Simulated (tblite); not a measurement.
Species: CH₁₁NSi₃.
Z-matrix (Å and degrees, GFN2-xTB geometry), rows numbered from 1:
```
N 
Si  1  1.7218
C   2  1.9021  1  106.69
Si  3  1.9008  2  112.75  1    63.47
Si  3  1.8975  2  112.79  1   -64.95
H   1  1.0065  2  118.63  3  -175.71
H   1  1.0070  2  118.37  3    47.07
H   2  1.4659  1  104.85  3   119.99
H   2  1.4768  1  115.36  3  -120.93
H   3  1.0941  2  105.50  1   179.38
H   4  1.4664  3  110.17  2    55.65
H   4  1.4698  3  109.71  2   174.39
H   4  1.4635  3  111.07  2   -65.69
H   5  1.4683  3  110.57  2   -52.26
H   5  1.4660  3  110.58  2  -172.05
H   5  1.4684  3  110.78  2    67.62
```

Calculated harmonic vibrations of the isolated species, GFN2-xTB (tblite), most abundant isotopes, no scaling. This tight-binding method is rough: wavenumbers can miss measured ones by several per cent, in bad cases by 10 to 20. Modes of hydrogen on silicon can be 10 to 20 % off. One conformer, not necessarily the lowest.

Harmonic wavenumbers (cm⁻¹): 51.7, 116.2, 120.8, 137.8, 164.4, 174.5, 210.4, 286.7, 475.5, 489.8, 504.3, 511.4, 527.3, 536.0, 571.9, 625.4, 724.3, 780.2, 783.5, 792.9, 796.4, 798.1, 807.1, 811.7, 835.1, 843.2, 853.4, 910.5, 1079.4, 1085.7, 1525.0, 2131.5, 2198.4, 2207.0, 2218.1, 2227.2, 2238.4, 2241.6, 2257.3, 2916.0, 3478.6, 3513.8.

A = 2342, B = 1830, C = 1272 MHz; mass 121.020 u (most abundant isotopes); point group C1, symmetry number 1.

Question: Zero-point energy?

Answer: Half the sum of the wavenumbers: 23279 cm⁻¹ = 278.48 kJ/mol.

Question: What is S at 298.15 K and 1 bar for an ideal gas of classical rigid rotors and harmonic oscillators?

Answer: Translation 168.67, rotation 119.11, vibration 123.75: S = 411.5 J/(mol K).

Question: And Cp and H(298.15 K) − H(0)?

Answer: Cp = 170.65 J/(mol K), of which vibrations give 137.39 (their classical limit is 42 R = 349.2); H(298.15 K) − H(0) = 30.15 kJ/mol without the zero-point energy, 20.24 from vibrations.

Question: What must be added to the electronic energy to get the Gibbs energy at 298.15 K and 1 bar?

Answer: ZPE + [H(298.15 K) − H(0)] − T·S = 278.48 + 30.15 − 122.70 = 185.93 kJ/mol.

Question: Blend soft modes into free rotors: weight 1/[1 + (100 cm⁻¹/ν̃)⁴] for the oscillator and the rest for a rotor with moment μB/(μ + B), μ = h/(8π²ν), B = 10⁻⁴⁴ kg m². What vibrational entropy results?

Answer: 117.35 J/(mol K) in place of 123.75, which changes −T·S at 298.15 K by +1.91 kJ/mol.

Question: Which modes carry the vibrational entropy at 298.15 K?

Answer: 51.7 cm⁻¹: 19.88; 116.2 cm⁻¹: 13.23; 120.8 cm⁻¹: 12.92; 137.8 cm⁻¹: 11.86; 164.4 cm⁻¹: 10.45; 174.5 cm⁻¹: 9.98 J/(mol K); the other 36 give 45.42 together.

Question: How do the functions run with temperature in this model?

Answer: 
```json
{"T (K)": "150", "S (J/(mol K))": "320.3", "Cp (J/(mol K))": "101.3", "H − H(0) (kJ/mol)": "9.89", "G − H(0) (kJ/mol)": "-38.16", "ln q(vib)": "2.73"}
{"T (K)": "250", "S (J/(mol K))": "383.3", "Cp (J/(mol K))": "149.5", "H − H(0) (kJ/mol)": "22.43", "G − H(0) (kJ/mol)": "-73.40", "ln q(vib)": "5.41"}
{"T (K)": "400", "S (J/(mol K))": "467.0", "Cp (J/(mol K))": "206.5", "H − H(0) (kJ/mol)": "49.46", "G − H(0) (kJ/mol)": "-137.33", "ln q(vib)": "9.50"}
{"T (K)": "600", "S (J/(mol K))": "560.3", "Cp (J/(mol K))": "253.3", "H − H(0) (kJ/mol)": "95.81", "G − H(0) (kJ/mol)": "-240.37", "ln q(vib)": "14.77"}
{"T (K)": "900", "S (J/(mol K))": "671.9", "Cp (J/(mol K))": "296.4", "H − H(0) (kJ/mol)": "178.82", "G − H(0) (kJ/mol)": "-425.89", "ln q(vib)": "21.88"}
```

q(vib) and H(0) count from the zero-point level.

Hindered rotation and anharmonicity are outside this model. Other conformers, if any are populated, would add a mixing term that is left out. The structure is chiral; the term R ln 2 for an equal mix with its mirror image is left out.
